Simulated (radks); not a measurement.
The nuclear charge of neutral boron is varied continuously with 5 electrons held in [He] 2s2 2p1. Method: scalar-relativistic Kohn-Sham, r2SCAN, spin-unpolarised, spherical densities, finite nucleus; meta-GGA in the generalised Kohn-Sham scheme; Fermi nuclear charge, rms radius 2.406 fm; computed with a radial shooting solver on a logarithmic mesh with Libxc functionals. By the Hellmann-Feynman theorem dE/dZ = E(electron-nucleus)/Z, the electronic potential at the nucleus (averaged over a nucleus of fixed radius). The scalar-relativistic energy here is not variational (the density holds large components alone), so the two differ by a part that grows with Z.

| Z | E (hartree) | E(electron-nucleus)/Z (hartree) | HOMO | e(HOMO) (eV) | <r> HOMO (bohr) |
|---|---|---|---|---|---|
| 4.8 | -22.39591 | -10.8200 | 2p | -1.684 | 2.607 |
| 4.9 | -23.49184 | -11.0981 | 2p | -2.523 | 2.440 |
| 5 | -24.61555 | -11.3757 | 2p | -3.443 | 2.299 |
| 5.1 | -25.76702 | -11.6531 | 2p | -4.442 | 2.178 |
| 5.2 | -26.94621 | -11.9303 | 2p | -5.517 | 2.071 |
| 5.3 | -28.15311 | -12.2072 | 2p | -6.668 | 1.976 |
| 5.4 | -29.38770 | -12.4841 | 2p | -7.892 | 1.890 |
| 5.5 | -30.64998 | -12.7608 | 2p | -9.189 | 1.813 |
| 5.6 | -31.93992 | -13.0374 | 2p | -10.559 | 1.742 |
| 5.7 | -33.25753 | -13.3140 | 2p | -12.001 | 1.678 |
| 5.8 | -34.60278 | -13.5905 | 2p | -13.514 | 1.618 |
| 5.9 | -35.97569 | -13.8669 | 2p | -15.099 | 1.563 |
| 6 | -37.37624 | -14.1433 | 2p | -16.755 | 1.512 |

The central difference of E at Z = 5 is -11.376 hartree, to compare with the third column; the second derivative is -2.78 hartree.
